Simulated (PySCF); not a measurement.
Input of a run (PBE0-D3(BJ)/def2-SVP geometry optimisation, gas phase (PySCF 2.14.0)), started from a GFN2-xTB structure with every atom displaced at random (by about 0.01 Å):
```
{"job": {"xc": "PBE0", "basis": "def2-SVP", "d3": "d3bj", "grid": 1, "shake": 0.01, "kind": "geom"}, "charge": 0, "multiplicity": 1}
C     -5.256010     1.327530     0.654080
C     -4.159030     0.340970     0.436840
C     -2.799240     1.007690     0.486380
C     -1.631510     0.001350     0.280640
S     -0.036450     0.821370     0.344630
Si     1.293800    -0.863150     0.020310
C      0.984630    -2.164160     1.394820
C      0.866970    -1.655590    -1.666160
Si     3.458550    -0.001190     0.095580
C      3.804620     1.258530    -1.295060
C      3.922340     0.754730     1.767050
Cl     4.738490    -1.589780    -0.227820
H     -5.207500     1.846360     1.609880
H     -6.260640     0.861050     0.614640
H     -5.253620     2.110900    -0.119000
H     -4.211360    -0.415930     1.214360
H     -4.278850    -0.129260    -0.533470
H     -2.719530     1.789230    -0.267100
H     -2.643520     1.486490     1.466370
H     -1.706670    -0.756620     1.067400
H     -1.769020    -0.474920    -0.702450
H      1.743070    -2.957220     1.358000
H      1.010500    -1.695690     2.359990
H      0.004220    -2.646230     1.277060
H     -0.094600    -2.180010    -1.634780
H      1.589910    -2.382480    -1.940020
H      0.808960    -0.931760    -2.433770
H      3.137670     2.113220    -1.213520
H      3.674870     0.815170    -2.297390
H      4.816060     1.656360    -1.270580
H      3.862890     0.021600     2.560140
H      3.265800     1.561590     1.988910
H      4.945290     1.161380     1.760440
```

Output (energies in Eh, forces in Eh/bohr):
```
step   0  E = -1753.44209423  max force = 0.033061
step   1  E = -1753.45305018  max force = 0.005905
step   2  E = -1753.45349633  max force = 0.001737
step   3  E = -1753.45355474  max force = 0.000387
step   4  E = -1753.45356763  max force = 0.000635
step   5  E = -1753.45357760  max force = 0.000797
step   6  E = -1753.45358502  max force = 0.000523
step   7  E = -1753.45359587  max force = 0.000370
optimisation converged
```

Question: Summarise the run.

Answer: The energy falls by 30.2 kJ/mol over 8 energy and gradient evaluations, the largest force component goes from 0.0331 to 3.7e-04 Eh/bohr, and the atoms move by 0.107 Å rms after alignment. Among the bonds, Si9–Cl12 and C8–H27 change most and about equally (+0.043 to +0.044 Å). Bonds longer at the end by more than 0.005 Å: 17 of 32; shorter: 7. Among the angles that change most is Si6–Si9–Cl12, from 106.6° to 102.6°. The energy never rose by more than 1e-6 Eh on the way. The first step brought 95 % of the lowering.

Question: What are the final bond lengths?

Answer: C1–C2 1.520 Å, C2–C3 1.523 Å, C3–C4 1.519 Å, C4–S5 1.833 Å, S5–Si6 2.155 Å, Si6–C7 1.882 Å, Si6–C8 1.882 Å, Si6–Si9 2.336 Å, Si9–C10 1.872 Å, Si9–C11 1.872 Å, Si9–Cl12 2.109 Å, C1–H13 1.102 Å, C1–H14 1.100 Å, C1–H15 1.102 Å, C2–H16 1.104 Å, C2–H17 1.105 Å, C3–H18 1.104 Å, C3–H19 1.104 Å, C4–H20 1.102 Å, C4–H21 1.102 Å, C7–H22 1.102 Å, C7–H23 1.100 Å, C7–H24 1.101 Å, C8–H25 1.101 Å, C8–H26 1.102 Å, C8–H27 1.101 Å, C10–H28 1.102 Å, C10–H29 1.100 Å, C10–H30 1.101 Å, C11–H31 1.100 Å. Numbering counts from 1 in the input's order; the species is `CCCCS[Si](C)(C)[Si](C)(C)Cl`.

The run used 289 basis functions and 50 SCF cycles in all. Hardware: 2 threads of an AMD EPYC 9R14, no GPU, shared host with 96 logical CPUs at a one-minute load of 47. Cost: 4.1 min wall, 9.6 min CPU, 2.4 GiB resident at most.

Whether it is a minimum is left open (no frequencies). The numbers are those of one conformer.
